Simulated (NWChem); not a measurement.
**Atomisation of tetrasilane (H10Si4)**

```
Si
H 1 1.5083
H 1 1.5083 2 107.98
Si 1 2.3568 2 109.52 3 -119.01
H 4 1.5056 1 111.01 2 57.74
H 4 1.5056 5 108.73 1 121.04
H 4 1.5058 5 108.68 6 117.92
Si 1 2.3588 2 110.18 3 119.06
H 8 1.5083 1 110.17 2 -55.85
H 8 1.5083 9 107.98 1 -119.07
Si 8 2.3568 9 109.53 10 -119.01
H 11 1.5056 8 111.01 9 57.26
H 11 1.5056 12 108.73 8 121.05
H 11 1.5058 12 108.68 13 117.92
```
Charge 0, spin multiplicity 1.

All runs are NWChem calculations. Structure: optimised with PBE/def2-SVP, with no frequency check, so it may be a saddle point. It is one conformer; others weren't searched.

Basis set: def2-SVP. The atomisation energy is electronic alone: no zero-point, thermal, spin-orbit or counterpoise terms. No value is extrapolated to the basis-set limit. Free atoms are single determinants with multiplicities Si 3, H 2. Correlated methods freeze the same cores in atoms and molecule, 20 orbitals in all.

Costs are rough ratios of processor time within this set of runs, SCF included, with HF as 1. Costs are the molecule's.

B3LYP has NWChem's definition, with VWN1-RPA local correlation. The stability of the SCF solutions was not checked. Open-shell Hartree-Fock references start from PBE0 orbitals; any time given for them includes that run.

```tsv
method	atomisation energy (kcal/mol)	relative cost
HF	730.7	1
MP2	?	under 3
BLYP	922.5	under 3
PBE0	935.3	under 3
PBE	?	under 3
B3LYP	?	under 3
r2SCAN	951.6	4
TPSS	976.0	4
```

Question: Complete the blanks.

Answer: 
- MP2, atomisation energy (kcal/mol): 879.5
- PBE, atomisation energy (kcal/mol): 933.7
- B3LYP, atomisation energy (kcal/mol): 940.0
